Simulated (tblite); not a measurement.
A geometry optimisation, step by step.

C6H15BSi2.
SMILES with atom numbers: `[CH3:1][B:2]([SiH2:3][CH2:4][SiH3:5])[C@H:6]1[C@@H:7]2[CH2:8][C@H:9]12` (hydrogens: H10, H11, H12 on C1; H13, H14 on Si3; H15, H16 on C4; H17, H18, H19 on Si5; H20 on C6; H21 on C7; H22, H23 on C8; H24 on C9)

Computed with GFN2-xTB (tblite), gas phase: L-BFGS steps from a force-field or distance-geometry start until the largest atomic force falls under 0.01 eV/Å. 5 of its 264 geometries are shown.

Step 0: E = -680.8432 eV, largest atomic force 2.784 eV/Å
```
atom  x, y, z in Å  |  force x, y, z in eV/Å
C1      2.075   -1.509    1.070   -0.334  -0.048  -0.510
B2      1.049   -1.855   -0.112    0.847  -0.423  -0.100
Si3    -0.825   -2.087    0.313    0.126  -0.596  -0.457
C4     -1.515   -0.533    1.111   -0.583  -0.214   1.347
Si5    -1.416    0.908   -0.047   -0.213   0.808  -0.616
C6      1.589   -2.111   -1.591    0.945   0.145  -1.588
C7      0.899   -1.355   -2.713   -2.252   1.495   0.588
C8      1.904   -0.763   -3.674    0.316  -2.183   0.794
C9      2.289   -0.918   -2.223    0.269   2.433   1.327
H10     3.100   -1.456    0.685   -0.149   0.070   0.456
H11     1.791   -0.526    1.508    0.334  -0.745  -0.088
H12     2.008   -2.292    1.858    0.119   0.704  -0.416
H13    -0.989   -3.209    1.252   -0.201  -0.106   0.052
H14    -1.578   -2.373   -0.926   -0.236  -0.072   0.191
H15    -0.932   -0.306    2.036   -0.563  -0.202  -0.538
H16    -2.577   -0.711    1.409    0.819   0.206  -0.057
H17    -2.005    2.098    0.587    0.075  -0.025  -0.096
H18    -2.153    0.590   -1.288    0.137   0.115   0.166
H19    -0.007    1.187   -0.373   -0.047   0.029   0.009
H20     2.050   -3.082   -1.866   -0.411   0.440   0.214
H21     0.145   -0.604   -2.365   -0.017  -1.095  -0.527
H22     2.370   -1.514   -4.346   -0.312   1.010   0.071
H23     1.683    0.280   -3.988    0.417  -1.152  -0.143
H24     2.165    0.033   -1.661    0.918  -0.594  -0.080
```

Step 66: E = -682.1703 eV, largest atomic force 0.026 eV/Å
```
atom  x, y, z in Å  |  force x, y, z in eV/Å
C1      2.129   -1.661    1.048    0.010   0.003  -0.008
B2      1.068   -1.869   -0.100    0.005   0.009   0.014
Si3    -0.817   -2.199    0.350   -0.012  -0.001   0.004
C4     -1.552   -0.590    1.094    0.008   0.005  -0.006
Si5    -1.425    0.933   -0.022   -0.003   0.004  -0.003
C6      1.558   -1.765   -1.587   -0.005   0.003   0.003
C7      0.815   -1.028   -2.667   -0.008  -0.010   0.003
C8      1.954   -0.915   -3.629   -0.010  -0.010   0.001
C9      2.128   -0.513   -2.199   -0.009  -0.004   0.004
H10     3.167   -1.702    0.722    0.000  -0.013   0.001
H11     1.973   -0.662    1.462   -0.003  -0.015  -0.002
H12     2.007   -2.348    1.886    0.002   0.016  -0.020
H13    -1.053   -3.252    1.365    0.008   0.008  -0.006
H14    -1.712   -2.575   -0.762    0.007  -0.008  -0.014
H15    -1.042   -0.383    2.035   -0.015   0.002  -0.003
H16    -2.598   -0.764    1.348    0.020   0.009   0.000
H17    -1.992    2.115    0.638    0.001  -0.009  -0.004
H18    -2.144    0.701   -1.277   -0.001   0.012   0.007
H19    -0.014    1.209   -0.327   -0.011  -0.003   0.015
H20     2.050   -2.691   -1.912   -0.002   0.017   0.002
H21    -0.169   -0.610   -2.687    0.003  -0.011   0.005
H22     2.433   -1.821   -3.986    0.016  -0.005   0.005
H23     1.911   -0.130   -4.375    0.003   0.014   0.002
H24     2.447    0.410   -1.762   -0.003  -0.012   0.000
```

Step 132: E = -682.2351 eV, largest atomic force 0.251 eV/Å
```
atom  x, y, z in Å  |  force x, y, z in eV/Å
C1      2.238   -2.036    1.117   -0.024  -0.013  -0.017
B2      1.201   -1.889   -0.068    0.050  -0.001  -0.003
Si3    -0.732   -1.991    0.262    0.027  -0.006  -0.003
C4     -1.505   -0.397    1.000   -0.048  -0.049   0.058
Si5    -1.300    1.215    0.030   -0.052  -0.036   0.030
C6      1.776   -1.668   -1.500    0.037   0.059   0.028
C7      0.888   -1.657   -2.727   -0.186  -0.121  -0.066
C8      1.802   -0.847   -3.594   -0.006  -0.017   0.026
C9      1.410   -0.381   -2.228    0.074  -0.152  -0.014
H10     3.179   -2.506    0.833   -0.032  -0.006  -0.033
H11     2.505   -1.035    1.463   -0.033   0.027  -0.019
H12     1.850   -2.562    1.988   -0.003  -0.010  -0.011
H13    -1.079   -3.078    1.213   -0.018   0.043  -0.010
H14    -1.573   -2.305   -0.915   -0.010   0.003   0.016
H15    -1.119   -0.261    2.011    0.018   0.022  -0.020
H16    -2.571   -0.598    1.116   -0.002   0.052   0.021
H17    -2.140    2.285    0.588    0.036  -0.062  -0.025
H18    -1.680    0.989   -1.369    0.016   0.048   0.007
H19     0.098    1.665    0.099    0.001  -0.006  -0.003
H20     2.801   -2.004   -1.687   -0.042   0.059   0.019
H21    -0.097   -2.053   -2.893    0.245   0.052   0.021
H22     2.818   -1.189   -3.756   -0.010  -0.025  -0.035
H23     1.373   -0.335   -4.446   -0.003   0.018  -0.031
H24     0.978    0.527   -1.881   -0.033   0.121   0.065
```

Step 197: E = -682.2875 eV, largest atomic force 0.024 eV/Å
```
atom  x, y, z in Å  |  force x, y, z in eV/Å
C1      2.141   -2.099    1.129   -0.018   0.003  -0.010
B2      1.181   -1.812   -0.090   -0.015  -0.003  -0.005
Si3    -0.772   -1.868    0.122    0.001   0.007   0.012
C4     -1.415   -0.343    1.093   -0.001  -0.013   0.012
Si5    -1.308    1.322    0.204   -0.008  -0.010   0.000
C6      1.838   -1.455   -1.453    0.004  -0.020   0.002
C7      1.191   -1.942   -2.740   -0.003   0.007  -0.001
C8      1.853   -0.955   -3.649    0.006   0.020  -0.012
C9      1.131   -0.516   -2.413    0.005   0.003  -0.010
H10     3.083   -2.567    0.841    0.000   0.014  -0.003
H11     2.408   -1.139    1.576    0.009   0.007   0.011
H12     1.698   -2.697    1.923   -0.007   0.004  -0.001
H13    -1.257   -3.046    0.879    0.010  -0.006   0.001
H14    -1.576   -1.913   -1.118   -0.010  -0.001  -0.004
H15    -0.870   -0.278    2.035    0.012   0.004   0.009
H16    -2.454   -0.526    1.365   -0.014  -0.011  -0.014
H17    -1.986    2.369    0.976    0.014  -0.002   0.003
H18    -1.948    1.231   -1.112    0.002   0.011  -0.008
H19     0.098    1.703    0.028    0.016   0.001  -0.003
H20     2.929   -1.402   -1.494    0.001  -0.005  -0.011
H21     0.476   -2.717   -2.914    0.005  -0.001   0.006
H22     2.936   -0.905   -3.677    0.014   0.001   0.020
H23     1.391   -0.751   -4.608   -0.016  -0.017   0.000
H24     0.355    0.198   -2.249   -0.009   0.006   0.006
```

Step 263: E = -682.2996 eV, largest atomic force 0.009 eV/Å
```
atom  x, y, z in Å  |  force x, y, z in eV/Å
C1      2.069   -1.854    1.149    0.000  -0.002  -0.002
B2      1.139   -1.758   -0.122    0.004   0.001  -0.004
Si3    -0.809   -1.927    0.062   -0.003   0.008  -0.001
C4     -1.480   -0.442    1.074   -0.001  -0.001   0.001
Si5    -1.104    1.266    0.353    0.000  -0.001  -0.005
C6      1.804   -1.442   -1.490    0.000  -0.002  -0.003
C7      1.210   -2.010   -2.768    0.003   0.000  -0.003
C8      1.834   -1.020   -3.701   -0.002  -0.007  -0.002
C9      1.061   -0.580   -2.498    0.001   0.008   0.004
H10     3.103   -2.118    0.927    0.000   0.003  -0.002
H11     2.098   -0.865    1.612   -0.002  -0.004   0.004
H12     1.704   -2.535    1.916   -0.001   0.004   0.004
H13    -1.260   -3.142    0.779   -0.002  -0.002   0.000
H14    -1.608   -1.951   -1.183   -0.001  -0.003   0.002
H15    -1.064   -0.499    2.080    0.003   0.002   0.000
H16    -2.558   -0.553    1.188    0.000  -0.002  -0.001
H17    -1.623    2.328    1.221   -0.001  -0.002   0.003
H18    -1.719    1.404   -0.971    0.003   0.002   0.003
H19     0.349    1.439    0.220   -0.006   0.000   0.001
H20     2.890   -1.327   -1.516    0.006  -0.001   0.003
H21     0.546   -2.831   -2.925   -0.001  -0.003  -0.002
H22     2.913   -0.907   -3.707    0.004  -0.002  -0.002
H23     1.381   -0.882   -4.676   -0.005   0.000   0.002
H24     0.244    0.096   -2.370    0.000   0.003  -0.001
```

Q: Summarise the path.

A: The energy falls by 33.59 kcal/mol from step 0 to step 263; nine tenths of that is first reached at step 34. It rises by more than 0.2 meV at steps 107, 114 and 133. The largest force goes from 2.784 to 0.009 eV/Å. Among the bonds C7–C9 changes most, from 1.538 to 1.463 Å; the atoms move by 0.988 Å rms after alignment.

Q: Follow the three bonds and two angles with the largest change from start to end.

A: 
```
step  E above end (kcal/mol)  largest force (eV/Å)  C7–C9 (Å)  C7–H21 (Å)  C9–H24 (Å)  C7–C9–H24 (°)  C9–C7–H21 (°)
   0                   33.59                 2.784      1.538       1.120       1.111          107.7          108.6
  11                    5.90                 0.402      1.483       1.064       1.066          134.0          134.7
  23                    3.90                 0.156      1.490       1.072       1.070          133.4          132.6
  34                    3.35                 0.079      1.491       1.070       1.070          133.1          132.3
  46                    3.10                 0.072      1.485       1.068       1.069          133.8          134.0
  57                    3.00                 0.021      1.486       1.069       1.069          133.9          133.0
  69                    2.97                 0.027      1.486       1.069       1.070          133.9          133.1
  80                    2.93                 0.025      1.485       1.069       1.069          134.0          133.2
  91                    2.92                 0.019      1.485       1.069       1.069          134.0          133.0
 103                    2.83                 0.072      1.484       1.070       1.069          134.2          133.2
 114                    2.62                 0.237      1.482       1.072       1.073          136.0          133.2
 126                    1.95                 0.186      1.473       1.069       1.072          135.9          134.2
 137                    1.26                 0.107      1.469       1.069       1.066          135.0          134.4
 149                    1.10                 0.046      1.464       1.068       1.067          136.3          135.5
 160                    0.93                 0.087      1.464       1.070       1.068          136.4          134.9
 172                    0.45                 0.070      1.464       1.067       1.069          136.2          136.4
 183                    0.32                 0.053      1.463       1.068       1.068          135.8          135.4
 194                    0.29                 0.024      1.464       1.067       1.068          135.8          135.8
 206                    0.22                 0.027      1.464       1.068       1.067          135.8          135.9
 217                    0.17                 0.025      1.463       1.068       1.068          135.8          135.6
 229                    0.13                 0.037      1.463       1.068       1.068          135.7          136.0
 240                    0.07                 0.035      1.465       1.068       1.068          135.9          135.6
 252                    0.02                 0.037      1.464       1.068       1.068          136.0          135.5
 263                    0.00                 0.009      1.463       1.068       1.068          135.9          135.7
```

What follows is the cost of the whole relaxation. Time: 5.1 s. Hardware: one thread of an Arm Neoverse N1 (shared host).
